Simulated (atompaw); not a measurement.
## How hard is this sulfur (S) PAW (atompaw) potential?

sulfur (S), PAW, made with atompaw 4.2.0.5 (PBE, non-relativistic). Core [Ne], reference 3s2 3p4. Waves: 3s (bound): rc 1.60 bohr; 3s channel at 3 Ry: rc 1.60 bohr; 3p (bound): rc 1.60 bohr; 3p channel at 3.35 Ry: rc 1.60 bohr; 3d channel at 0.1 Ry: rc 1.60 bohr; 3d channel at 2.65 Ry: rc 1.60 bohr. Local part: ultrasoft scheme with l = 3 at 0 Ry, radius 1.25 bohr. Core correction: smooth core density matched at 1.20 bohr. Augmentation charge: gaussian compensation charge, radius 1.15 bohr; PAW radius 1.60 bohr; waves and projectors: custom polynom2 7 10 vanderbiltortho.

The pseudo-atom Hamiltonian at the reference potential is diagonalised in spherical Bessel functions j_l(qr) that vanish at 20 bohr, with q² up to the cutoff. All-electron valence levels (Ry): 3s -1.2600, 3p -0.5161.

How do the lowest levels (Ry) of each channel move with the cutoff, and are there ghosts?

| cutoff (Ry) | s #1 | s #2 | p #1 | p #2 | d #1 | d #2 | f #1 | Σ f·Δε (mRy) |
| --- | --- | --- | --- | --- | --- | --- | --- | --- |
| 8 | -1.2552 | -0.0261 | -0.4906 | 0.0315 | 0.0703 | 0.1555 | 0.1171 | 111.5 |
| 10 | -1.2562 | -0.0261 | -0.5063 | 0.0310 | 0.0702 | 0.1545 | 0.1171 | 46.7 |
| 12 | -1.2575 | -0.0262 | -0.5129 | 0.0307 | 0.0701 | 0.1537 | 0.1171 | 17.5 |
| 15 | -1.2587 | -0.0263 | -0.5157 | 0.0307 | 0.0701 | 0.1531 | 0.1171 | 4.1 |
| 18 | -1.2597 | -0.0263 | -0.5160 | 0.0306 | 0.0700 | 0.1527 | 0.1171 | 0.9 |
| 21 | -1.2599 | -0.0263 | -0.5161 | 0.0306 | 0.0700 | 0.1526 | 0.1171 | 0.2 |
| 25 | -1.2600 | -0.0263 | -0.5161 | 0.0306 | 0.0700 | 0.1526 | 0.1171 | 0.1 |
| 400 | -1.2600 | -0.0263 | -0.5161 | 0.0306 | 0.0700 | 0.1525 | 0.1171 | 0.0 |

Result: no extra level below or beside the all-electron valence levels (s, p, d, f tested); 10 mRy is reached at 15 Ry and 1 mRy at 18 Ry.
